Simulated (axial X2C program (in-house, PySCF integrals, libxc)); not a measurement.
Nuclear properties of TeP⁺

Calculated with an in-house all-electron X2C program for linear molecules (integrals from PySCF): two-component X2C with atomic mean-field Coulomb and Gaunt terms, Gaussian nuclei, basis Te dyall-cv3z, P dyall-v3z with contracted cores.

R = 2.164 Å (near the PBE0 minimum at charge 1 of the determinant lowest at the starting distance; the state shown can have its own minimum elsewhere).

Determinant lowest in the PBE0 search, Ω = 0 (closed shell), highest spinor 51% Te p, 43% P p, 3% P d:

```tsv
level	qzz Te (a.u.)	qzz P (a.u.)
PBE0	-3.43	-1.64
HF	-3.43	-2.07
LDA	-3.32	-1.53
r2SCAN	-3.41	-1.58
BHandHLYP	-3.31	-1.84
```

Determinant 2.15 eV from it at PBE0 and this distance, Ω = 1 (⟨Sz⟩ = 1.00, ⟨Lz⟩ = 0.00 at PBE0), spin on the atoms Te 0.42, P 0.58:

| level | Eeff magnitude (GV/cm) | Ws magnitude Te (kHz) | Ws magnitude P (kHz) | A∥/gI Te (MHz) | qzz Te (a.u.) | A∥/gI P (MHz) | qzz P (a.u.) |
| --- | --- | --- | --- | --- | --- | --- | --- |
| PBE0 | 0.0692 | 0.0315 | 0.00902 | -226 | -3.24 | -235 | -1.15 |
| HF | 0.652 | 0.4 | 0.0175 | -37.4 | -3.49 | -217 | -1.24 |
| LDA | 0.697 | 0.419 | 0.00449 | -253 | -3.33 | -223 | -1.09 |
| r2SCAN | 0.296 | 0.186 | 0.0133 | -206 | -3.30 | -185 | -1.11 |
| BHandHLYP | 0.0856 | 0.0555 | 0.00901 | -136 | -3.12 | -232 | -1.25 |

Eeff is the effective electric field on the electron electric dipole moment in this Ω state and Ws the scalar–pseudoscalar constant of the nucleus named (defined with the proton number Z and per Ω); A∥ (defined per Ω) follows by multiplying with gI = μI/(I μN); qzz is the electric field gradient, eQq0 = 234.96 MHz × Q/barn × qzz. The operators were transformed with the bare-nucleus X2C matrices; with these basis sets, hyperfine constants and field gradients can be off by tens of per cent, and where levels differ in sign neither size nor sign is settled.

Each state is one determinant with collinear spin, which with several unpaired electrons need not be a pure state. Unrestricted Hartree–Fock can overshoot spin polarisation at the nuclei. In the state Ω = 1 the sign of Eeff differs between levels (HF, r2SCAN, BHandHLYP against PBE0). A closed determinant beside an open π² or δ² triplet, such as (π1/2)², mixes with its partner pair into the 0⁺ component of the triplet and ¹Σ⁺, so its energy is not that of a level, and 0⁺ can lie lowest. With several open shells hyperfine constants can be off by a factor of several. Where Eeff spreads by more than a factor of two the levels disagree and none is to be relied on. Open-shell Ω = 0 determinants with evenly filled partner blocks cannot be reached by this program, so the Ω shown need not be the lowest component. The search compared states at one distance, so a state with another bond length can lie lower. The sign of Ws at Te differs between levels in the second state. Further determinants of the search, some of them spin-mixed, are not shown. PBE0 term energies can be off by some tenths of an eV.
